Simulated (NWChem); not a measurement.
# GaH3S2; SMILES [SH][GaH][SH]

```xyz
6

Ga     0.0000     0.0000    -0.5820
H      0.0000     0.0000    -2.1408
S     -1.8446    -0.0253     0.6183
H     -2.6569    -0.0357    -0.4617
S      1.8446     0.0253     0.6183
H      2.6569     0.0357    -0.4617
```
Atoms are numbered in this order, from 1.

Computed with NWChem. Pople sets run with spherical d functions. The geometry was optimised at PBE0/def2-SVP. GIAO values for the isolated, static molecule; σ is the absolute isotropic shielding, δ = σ(reference) − σ with the isolated reference molecule computed at the same levels (1H: tetramethylsilane).

```
level                σ Ga1 (ppm)  δ H2 (ppm)  σ S3 (ppm)  δ H4 (ppm)
-------------------  -----------  ----------  ----------  ----------
Hartree-Fock/6-31G*       1581.5        6.19       734.4        0.59
B3LYP/6-31G*              1414.6        7.00       617.9        1.13
PBE0/pcSseg-1                  …           …           …           …
```

Problem. Complete the blanks.

Solution. 
- PBE0/pcSseg-1, σ Ga1 (ppm): 1176.9
- PBE0/pcSseg-1, δ H2 (ppm): 6.37
- PBE0/pcSseg-1, σ S3 (ppm): 633.1
- PBE0/pcSseg-1, δ H4 (ppm): 1.56
